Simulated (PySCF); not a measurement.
Isomers of C5H12O3Si, mass 148.056 u with the commonest isotopes. Level of theory: PBE0/pcSseg-1 in PySCF (dipole) on a GFN2-xTB geometry, gas phase. One conformer each, none proved a minimum here; rigid rotors.

Question: Order these by radius of gyration √(Σ m r²/M), largest first.
A. `[CH3:1][CH2:2][C@H:3]([SiH3:4])[O:5][C:6](=[O:7])[O:8][CH3:9]` with C1–C2–C3–Si4 -176°, C2–C3–O5–C6 -149°, C3–O5–C6–O7 -1°, O5–C6–O8–C9 180°
B. `[CH3:1][CH2:2][C@:3]([CH3:4])([O:5][SiH3:6])[C:7](=[O:8])[OH:9]` with C1–C2–C3–C4 -179°, C2–C3–O5–Si6 -126°, C2–C3–C7–O8 124°, C3–C7–O9–H -179°
C. `[CH3:1][CH2:2][O:3][C:4](=[O:5])[C@H:6]([CH3:7])[O:8][SiH3:9]` with C1–C2–O3–C4 163°, C2–O3–C4–O5 0°, O3–C4–C6–C7 -75°, C4–C6–O8–Si9 24°

Answer: C (2.384 Å), A (2.345 Å), B (2.018 Å).

Question: Order these by rotational constant A, smallest first.
A. `[CH3:1][CH2:2][C@:3]([CH3:4])([O:5][SiH3:6])[C:7](=[O:8])[OH:9]` with C1–C2–C3–C4 -179°, C2–C3–O5–Si6 -126°, C2–C3–C7–O8 124°, C3–C7–O9–H -179°
B. `[CH3:1][CH2:2][O:3][C:4](=[O:5])[C@H:6]([CH3:7])[O:8][SiH3:9]` with C1–C2–O3–C4 163°, C2–O3–C4–O5 0°, O3–C4–C6–C7 -75°, C4–C6–O8–Si9 24°
C. `[CH3:1][CH2:2][C@H:3]([SiH3:4])[O:5][C:6](=[O:7])[O:8][CH3:9]` with C1–C2–C3–Si4 -176°, C2–C3–O5–C6 -149°, C3–O5–C6–O7 -1°, O5–C6–O8–C9 180°

Answer: A (1666 MHz), C (1849 MHz), B (2849 MHz).

Question: Order these by rotational constant B, smallest first.
A. `[CH3:1][CH2:2][C@H:3]([SiH3:4])[O:5][C:6](=[O:7])[O:8][CH3:9]` with C1–C2–C3–Si4 -176°, C2–C3–O5–C6 -149°, C3–O5–C6–O7 -1°, O5–C6–O8–C9 180°
B. `[CH3:1][CH2:2][O:3][C:4](=[O:5])[C@H:6]([CH3:7])[O:8][SiH3:9]` with C1–C2–O3–C4 163°, C2–O3–C4–O5 0°, O3–C4–C6–C7 -75°, C4–C6–O8–Si9 24°
C. `[CH3:1][CH2:2][C@:3]([CH3:4])([O:5][SiH3:6])[C:7](=[O:8])[OH:9]` with C1–C2–C3–C4 -179°, C2–C3–O5–Si6 -126°, C2–C3–C7–O8 124°, C3–C7–O9–H -179°

Answer: B (726.4 MHz), A (860.3 MHz), C (1187 MHz).

```csv
SMILES,point group,Ia (u·Å²),Ib (u·Å²),Ic (u·Å²),κ,μa (D),μb (D),μc (D)
CCOC(=O)[C@H](C)O[SiH3],C1,177.42,695.73,810.27,-0.91,3.63,1.06,0.33
CC[C@](C)(O[SiH3])C(=O)O,C1,303.33,425.59,476.57,-0.58,3.00,0.57,0.13
CC[C@H]([SiH3])OC(=O)OC,C1,273.29,587.45,767.26,-0.66,0.08,0.53,0.24
```
